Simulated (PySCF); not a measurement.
**MH3+ across group 14**

Level: PBE0, basis family def2-TZVP, scalar-relativistic core potentials from Rb on and no relativity for lighter atoms.

Each entry is the lowest minimum that a search over a few typed start shapes (and spin states, where more than one is plausible) found, or that minimum re-optimised at the stated level; isomers with ligand–ligand bonds, or fragments after loss of a ligand pair, can lie lower. Open shells are unrestricted; no spin–orbit coupling; PySCF with density fitting.

```csv
molecule,2S+1,point group,mean bond to the central atom (Å),lowest ω (cm⁻¹),highest ω (cm⁻¹),gap (eV),polar-tensor charge of the central atom
CH₃⁺,1,D3h,1.093,1406,3233,8.73,0.44
SiH₃⁺,?,?,?,?,?,?,?
GeH₃⁺,1,D3h,1.522,799,2267,7.22,1.19
SnH₃⁺,1,D3h,1.686,676,2053,6.71,1.35
PbH₃⁺,1,D3h,1.732,576,1969,6.59,1.32
```

**Question.** Fill in the row of SiH₃⁺.

**Answer.** 2S+1: 1; point group: D3h; mean bond to the central atom (Å): 1.472; lowest ω (cm⁻¹): 836; highest ω (cm⁻¹): 2349; gap (eV): 7.47; polar-tensor charge of the central atom: 1.22.

The bond lengthens at every step; the largest change, 0.379 Å, falls between CH₃⁺ and SiH₃⁺ among the members listed.

Spin–orbit coupling can matter for PbH₃⁺.

Left out of the table are members whose search was unfinished or whose lowest solution was spin-contaminated, unstable, very soft or bonded differently.
